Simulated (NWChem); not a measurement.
System: AlH3S; SMILES [SH][AlH2]

```xyz
5

Al     0.1386    -1.1552     0.0545
H      1.3498    -2.0077    -0.5026
H     -1.2991    -1.7344     0.3850
S      0.5249     0.9724     0.3756
H     -0.7202     1.2475     0.8238
```
Atoms are numbered in this order, from 1.

Structure relaxed at the PBE0/def2-SVP level.

 Unshifted, non-relativistic core excitations; the lowest 4 roots alone, so stronger bands may lie above.

Task: List the first S K-edge excitations from B3LYP/def2-TZVP, restricted-window TDA (NWChem).

Result: 
```csv
state,energy (eV),dipole oscillator strength,leading excitation (squared amplitude)
S1,2414.9,0.0013,1s of atom 4 or its equivalents → LUMO (0.99)
S2,2415.8,0.0029,1s of atom 4 or its equivalents → LUMO+1 (0.65)
S3,2416.4,0.0017,1s of atom 4 or its equivalents → LUMO+2 (0.66)
S4,2417.9,0.0001,1s of atom 4 or its equivalents → LUMO+3 (0.88)
```
